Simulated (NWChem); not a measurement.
System: TeF$_{2}$; SMILES [Te](F)F

Input file for NWChem:

```
start job
memory heap 200 mb stack 900 mb global 1100 mb
geometry units angstroms noautoz
  Te     0.000000     0.000000     0.292498
  F     -1.432439     0.000000    -0.995507
  F      1.432439     0.000000    -0.995507
end
basis spherical
  * library def2-svp
end
ecp
  Te library def2-ecp
end
dft
  xc pbe0
  iterations 150
  vectors input atomic output neutral.movecs
end
task dft energy
charge 1
dft
  odft
  mult 2
  vectors input atomic output cation.movecs
end
task dft energy
```

Excerpt of the output:

```
             Northwest Computational Chemistry Package (NWChem) 7.3.0
             --------------------------------------------------------

 C2V symmetry detected

                             Geometry "geometry" -> ""
                             -------------------------

 Output coordinates in angstroms (scale by  1.889725989 to convert to a.u.)

  No.       Tag          Charge          X              Y              Z
 ---- ---------------- ---------- -------------- -------------- --------------
    1 Te                  52.0000     0.00000000     0.00000000     0.33120129
    2 F                    9.0000    -1.43243900     0.00000000    -0.95680371
    3 F                    9.0000     1.43243900     0.00000000    -0.95680371

 Effective nuclear repulsion energy (a.u.)     272.0847090413

      Symmetry information
      --------------------

 Group name             C2v
 Group number             16
 Group order               4
 No. of unique centers     2

                                 NWChem DFT Module
                                 -----------------

 Summary of "ao basis" -> "ao basis" (spherical)
 ------------------------------------------------------------------------------
       Tag                 Description            Shells   Functions and Types
 ---------------- ------------------------------  ------  ---------------------
 Te                         def2-svp                10       26   4s4p2d
 F                          def2-svp                 6       14   3s2p1d

      Symmetry analysis of basis
      --------------------------

        a1         22
        a2          6
        b1         16
        b2         10

            General Information
            -------------------
          SCF calculation type: DFT
          Wavefunction type:  closed shell.
          No. of atoms     :     3
          No. of electrons :    42
           Alpha electrons :    21
            Beta electrons :    21
          Charge           :     0
          Spin multiplicity:     1
          Use of symmetry is: on ; symmetry adaption is: on
          Maximum number of iterations: 150
          AO basis - number of functions:    54
                     number of shells:    22
          Convergence on energy requested:  1.00D-06
          Convergence on density requested:  1.00D-05
          Convergence on gradient requested:  5.00D-04

              XC Information
              --------------
                         PBE0 Method XC Functional
                     Hartree-Fock (Exact) Exchange  0.250
          PerdewBurkeErnzerhof Exchange Functional  0.750
            Perdew 1991 LDA Correlation Functional  1.000 local
           PerdewBurkeErnz. Correlation Functional  1.000 non-local

             Grid Information
             ----------------
          Grid used for XC integration:  medium
          Radial quadrature: Mura-Knowles
          Angular quadrature: Lebedev.
          Tag              B.-S. Rad. Rad. Pts. Rad. Cut. Ang. Pts.
          ---              ---------- --------- --------- ---------
          Te                  1.40      123           6.0       590
          F                   0.50       49           7.0       434
          Grid pruning is: on
          Number of quadrature shells:   172
          Spatial weights used:  Erf1

      Superposition of Atomic Density Guess
      -------------------------------------

 Sum of atomic energies:        -509.80874114

      Non-variational initial energy
      ------------------------------

 Total energy =    -465.470761
 1-e energy   =   -1011.706382
 2-e energy   =     412.601780
 HOMO         =      -0.206992
 LUMO         =      -0.074226

      Symmetry analysis of molecular orbitals - initial
      -------------------------------------------------

  Numbering of irreducible representations:

     1 a1          2 a2          3 b1          4 b2

  Orbital symmetries:

     1 a1          2 b1          3 a1          4 b1          5 a1
     6 b2          7 b1          8 a1          9 a1         10 a2
    11 b2         12 a1         13 b1         14 a1         15 b1
    16 a1         17 b2         18 a2         19 b1         20 a1
    21 b2         22 b1         23 a1         24 a1         25 b2
    26 a1         27 b1         28 a2         29 b2         30 a1
    31 a1

   convergence    iter        energy       DeltaE   RMS-Dens  Diis-err
 ---------------- ----- ----------------- --------- --------- ---------
 d= 0,ls=0.0,diis     1   -467.2370229632 -6.01D+02  3.23D-02  7.45D-01
 d= 0,ls=0.0,diis     2   -467.0471018975  1.90D-01  1.69D-02  2.94D+00
 d= 0,ls=0.0,diis     3   -467.3327816239 -2.86D-01  1.90D-03  9.88D-03
 d= 0,ls=0.0,diis     4   -467.3336026715 -8.21D-04  4.21D-04  7.25D-04
 d= 0,ls=0.0,diis     5   -467.3336624511 -5.98D-05  3.88D-05  3.17D-06
 d= 0,ls=0.0,diis     6   -467.3336628153 -3.64D-07  7.33D-06  1.23D-07

         Total DFT energy =     -467.333662815330
      One electron energy =    -1011.902295737244
           Coulomb energy =      452.489856860113
    Exchange-Corr. energy =      -41.555065416759
 Nuclear repulsion energy =      133.633841478559

 Numeric. integr. density =       41.999998867794

                  Occupations of the irreducible representations
                  ----------------------------------------------

                     irrep           alpha         beta
                     --------     --------     --------
                     a1                9.0          9.0
                     a2                2.0          2.0
                     b1                6.0          6.0
                     b2                4.0          4.0

                       DFT Final Molecular Orbital Analysis
                       ------------------------------------

 Vector   19  Occ=2.000000D+00  E=-4.167152D-01  Symmetry=b1
              MO Center= -1.7D-16, -4.1D-16, -9.2D-01, r^2= 2.6D+00
   Bfn.  Coefficient  Atom+Function         Bfn.  Coefficient  Atom+Function
  ----- ------------  ---------------      ----- ------------  ---------------
    30      0.404513  2 F  px                44      0.404513  3 F  px
    33     -0.290677  2 F  px                47     -0.290677  3 F  px
    32     -0.244255  2 F  pz                46      0.244255  3 F  pz
    35      0.170303  2 F  pz                49     -0.170303  3 F  pz
    14     -0.085008  1 Te px                20     -0.041676  1 Te d  1

 Vector   20  Occ=2.000000D+00  E=-4.085449D-01  Symmetry=a1
              MO Center= -8.0D-15,  8.0D-16, -5.1D-01, r^2= 2.9D+00
   Bfn.  Coefficient  Atom+Function         Bfn.  Coefficient  Atom+Function
  ----- ------------  ---------------      ----- ------------  ---------------
    32      0.417936  2 F  pz                46      0.417936  3 F  pz
    35     -0.305495  2 F  pz                49     -0.305495  3 F  pz
     3      0.284442  1 Te s                  4      0.251530  1 Te s
    13      0.252774  1 Te pz                 2     -0.129393  1 Te s
     1     -0.124827  1 Te s                 10     -0.095044  1 Te pz

 Vector   21  Occ=2.000000D+00  E=-2.437199D-01  Symmetry=b2
              MO Center= -1.9D-15,  2.6D-15,  2.4D-01, r^2= 2.4D+00
   Bfn.  Coefficient  Atom+Function         Bfn.  Coefficient  Atom+Function
  ----- ------------  ---------------      ----- ------------  ---------------
    12      0.628501  1 Te py                15      0.490651  1 Te py
     9     -0.234062  1 Te py                31      0.207841  2 F  py
    45      0.207841  3 F  py                 6     -0.182197  1 Te py
    34     -0.165272  2 F  py                48     -0.165272  3 F  py
    23      0.047668  1 Te d -1              18     -0.028248  1 Te d -1

 Vector   22  Occ=0.000000D+00  E=-9.742467D-02  Symmetry=b1
              MO Center=  9.6D-15, -3.1D-16,  4.1D-01, r^2= 2.8D+00
   Bfn.  Coefficient  Atom+Function         Bfn.  Coefficient  Atom+Function
  ----- ------------  ---------------      ----- ------------  ---------------
    14      0.658733  1 Te px                11      0.535042  1 Te px
    32     -0.221992  2 F  pz                46      0.221992  3 F  pz
     8     -0.206128  1 Te px                29      0.186708  2 F  s
    43     -0.186708  3 F  s                 35      0.185417  2 F  pz
    49     -0.185417  3 F  pz                25     -0.163883  1 Te d  1

 Vector   23  Occ=0.000000D+00  E=-7.171926D-02  Symmetry=a1
              MO Center= -1.7D-14, -1.7D-15,  5.4D-02, r^2= 2.8D+00
   Bfn.  Coefficient  Atom+Function         Bfn.  Coefficient  Atom+Function
  ----- ------------  ---------------      ----- ------------  ---------------
    16      0.652390  1 Te pz                13      0.506207  1 Te pz
     3     -0.424335  1 Te s                 30     -0.256715  2 F  px
    44      0.256715  3 F  px                33      0.229928  2 F  px
    47     -0.229928  3 F  px                29      0.220679  2 F  s
    43      0.220679  3 F  s                 10     -0.193185  1 Te pz

 Vector   24  Occ=0.000000D+00  E= 2.057531D-01  Symmetry=a1
              MO Center= -6.9D-15, -1.0D-15,  4.2D-01, r^2= 3.7D+00
   Bfn.  Coefficient  Atom+Function         Bfn.  Coefficient  Atom+Function
  ----- ------------  ---------------      ----- ------------  ---------------
     3      2.277427  1 Te s                  4     -2.223918  1 Te s
     2     -0.385479  1 Te s                  1     -0.291348  1 Te s
    29      0.246701  2 F  s                 43      0.246701  3 F  s
    13      0.202906  1 Te pz                26      0.125282  1 Te d  2
    24      0.069827  1 Te d  0              21     -0.067525  1 Te d  2

     Multipole analysis of the density
     ---------------------------------

     L   x y z        total         alpha         beta         nuclear
     -   - - -        -----         -----         ----         -------
     0   0 0 0     -0.000000    -21.000000    -21.000000     42.000000

[...]
```

Level: PBE0/def2-SVP with def2 effective core potentials on Te, vertical spin-unrestricted ions. Geometry: optimised at PBE0/def2-SVP. Not confirmed as a minimum by frequencies. def2 effective core potentials on Te; no spin-orbit coupling.
